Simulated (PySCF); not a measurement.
Ag2, SMILES [Ag][Ag], multiplicity 1. Atoms are numbered in the order given.

```xyz
2

Ag     0.0000     0.0000    -1.2882
Ag     0.0000     0.0000     1.2882
```
Charge 0, spin multiplicity 1.

Coordinates come from a PBE0-D3(BJ)/def2-TZVPD optimisation. The spin state was assumed, not searched. The def2 effective core potentials stand for the cores of Ag; spin–orbit coupling is left out.

Vertical ionisation energy (IE) and electron affinity (EA) in eV. Rows of orbital energies are one-electron estimates. Where ΔSCF, EOM or ADC give a negative EA the extra electron is unbound and the value depends on the basis.

```tsv
level	IE	EA
−ε(HOMO), −ε(LUMO), ωB97X/def2-TZVPD (PySCF)	7.41	0.69
−ε(HOMO), −ε(LUMO), PBE0/def2-TZVPD (PySCF)	?	?
```

Problem. What belongs in the gaps? (The exact figures need the calculation; the answer reports its results.)

Solution. 
- −ε(HOMO), −ε(LUMO), PBE0/def2-TZVPD (PySCF), IE: 5.66
- −ε(HOMO), −ε(LUMO), PBE0/def2-TZVPD (PySCF), EA: 2.33
